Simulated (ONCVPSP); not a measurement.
**Which change was made? (Ge, ONCV)**

| Quantity | Value |
| --- | --- |
| Element | Ge (Z = 32) |
| Generator | ONCVPSP 4.0.1 |
| Type | optimised norm-conserving Vanderbilt (ONCV) |
| Functional | LDA (Perdew-Wang 92) |
| Relativity | scalar-relativistic |
| Frozen core | [Ar] |
| Valence charge | 14 |
| Reference configuration | 3d10 4s2 4p2 |
| Partial waves | 4s: rc 1.80 bohr, ncon 3, nbas 6, qcut 4.6 1/bohr, 2 projectors, debl 2.1 Ha; 4p: rc 2.10 bohr, ncon 5, nbas 9, qcut 3.9 1/bohr, 2 projectors, debl 3.6 Ha; 3d: rc 1.30 bohr, ncon 4, nbas 8, qcut 13.4 1/bohr, 2 projectors, debl 3.4 Ha |
| Local potential | polynomial inside 0.90 bohr (lpopt 5, dvloc0 0 Ha) |
| Core correction | Teter function, fcfact 3.75, rcfact 1.3 |

Cutoffs, loose and tight: the cutoffs (Ha) at which the residual kinetic energy of the hardest occupied pseudo-wave falls to 1 and 0.1 mHa per electron. They do not see the model core or the augmentation charge, which bear on the density cutoff. Test errors are all-electron minus pseudo excitation energies from the reference, over the configurations 3d10 4s2 4p1; 3d10 4s2 4p0; 3d10 4s1 4p0; 3d10 4s2 4p1.5; variants that change the core or the reference have their own tests.

The base gives: outcome: generated; cutoff, loose: 68 Ha; cutoff, tight: 76 Ha; bound ghosts: s; GHOST(+) flags above zero: p; largest test error (meV): +10.

Q: After one change the result is: outcome: generated; cutoff, loose: 68 Ha; cutoff, tight: 76 Ha; bound ghosts: s; GHOST(+) flags above zero: p; largest test error (meV): -7.3. Which change was it?
A. p: rc 2.44
B. p: rc 1.42
C. p: rc 2.66

A: A. The others give: p: rc 1.42 → outcome: generated; cutoff, loose: 113 Ha; cutoff, tight: 132 Ha; bound ghosts: s, p; GHOST(+) flags above zero: none; largest test error (meV): +9.7 | p: rc 2.66 → outcome: generated; cutoff, loose: 68 Ha; cutoff, tight: 76 Ha; bound ghosts: s; GHOST(+) flags above zero: p; largest test error (meV): -20.
